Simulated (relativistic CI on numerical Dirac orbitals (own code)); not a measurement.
Level scheme of Tc²⁶⁺

Calculated at this level of theory: Dirac-Coulomb-Breit CI, orbitals from a KLI potential per configuration, QED by a radiative potential, unscaled Slater integrals (own radial code, finite nucleus).

Configuration list (outside the closed core [Ne]): 3s²3p⁵, 3s3p⁶, 3s²3p⁴3d, 3s3p⁵3d, 3p⁶3d, 3s3p⁴3d², 3s²3p³3d4p, 3p⁶4s, 3s²3p⁴4s, 3s3p⁴3d4s, 3p⁶4p, 3s²3p⁴4p, 3s²3p³3d², 3s²3p²3d³, 3s3p³3d³, 3s²3p²3d²4s, 3s²3p²3d²4p. Double excitations out of closed p, d and f shells are left out; levels of such configurations are missing from the list, as are those of other unlisted configurations, and high levels can miss mixing partners.

The lowest level is 3s²3p⁵ ²P°3/2, with 98 % of that term; Hund's rules for 3s²3p⁵ give ²P° with J = 3/2, in agreement.

```
No.  Configuration  Term    J   E (eV)   %  Next component (%)  Landé g
  1         3s²3p⁵   ²P°  3/2    0.000  98     2 3s²3p³3d² ²P°    1.330
  2         3s²3p⁵   ²P°  1/2   25.984  98     2 3s²3p³3d² ²P°    0.661
  3          3s3p⁶    ²S  1/2  102.348  64      30 3s²3p⁴3d ²S    2.016
  4       3s²3p⁴3d    ⁴D  3/2  113.766  53               25 ²D    1.170
  5       3s²3p⁴3d    ⁴D  5/2  114.146  65               14 ²D    1.303
  6       3s²3p⁴3d    ²P  1/2  116.577  46               35 ⁴D    0.767
  7       3s²3p⁴3d    ⁴D  7/2  116.991  60               26 ⁴F    1.330
  8       3s²3p⁴3d    ²F  7/2  122.643  48               27 ²G    1.114
  9       3s²3p⁴3d    ⁴F  9/2  122.766  75               23 ²G    1.278
 10       3s²3p⁴3d    ²D  3/2  125.991  48               21 ⁴P    0.981
 11       3s²3p⁴3d    ⁴P  1/2  131.187  60               28 ²P    2.025
 12       3s²3p⁴3d    ⁴F  5/2  134.278  38               36 ²D    1.184
 13       3s²3p⁴3d    ⁴D  1/2  135.246  63               24 ²P    0.454
 14       3s²3p⁴3d    ⁴F  3/2  135.348  35               32 ²D    0.916
 15       3s²3p⁴3d    ²F  5/2  136.079  33               25 ⁴P    1.153
 16       3s²3p⁴3d    ⁴D  3/2  139.977  32               28 ²P    1.100
 17       3s²3p⁴3d    ⁴F  7/2  145.033  54               21 ⁴D    1.225
 18       3s²3p⁴3d    ²D  5/2  147.081  38               33 ²F    1.080
 19       3s²3p⁴3d    ²G  7/2  147.178  52               40 ²F    1.018
 20       3s²3p⁴3d    ²P  3/2  148.425  46               30 ⁴P    1.338
 21       3s²3p⁴3d    ²F  5/2  151.206  59               25 ⁴P    1.102
 22       3s²3p⁴3d    ²G  9/2  151.519  75               23 ⁴F    1.160
 23       3s²3p⁴3d    ²D  5/2  155.617  44               35 ²F    1.122
 24       3s²3p⁴3d    ²F  7/2  160.226  86                6 ⁴F    1.139
 25       3s²3p⁴3d    ²P  3/2  165.044  44               29 ²D    0.966
 26       3s²3p⁴3d    ²S  1/2  167.417  56         22 3s3p⁶ ²S    1.886
 27       3s²3p⁴3d    ²D  5/2  170.375  85                7 ²F    1.171
 28       3s²3p⁴3d    ²D  3/2  172.814  54               38 ²P    1.031
 29       3s²3p⁴3d    ²P  1/2  180.731  85               10 ²S    0.835
 30       3s²3p⁴3d    ²D  5/2  183.651  56               18 ²F    1.175
```

Energies count from the lowest computed level; ° marks odd parity.

The mean weight of the leading LS term, summed over parents, in these 30 levels is 58 %, and that of the leading jj configuration (from the same eigenvectors) 75 %, so jj coupling describes them better and the LS labels are nominal.

At this charge energies of transitions that change n are usually good to better than 1 %, and those within a shell (Δn = 0) to a few per cent.

LS names give the leading component of a level, which can be under half, so a name can repeat, a term be missing and a line seem to break the LS rules.
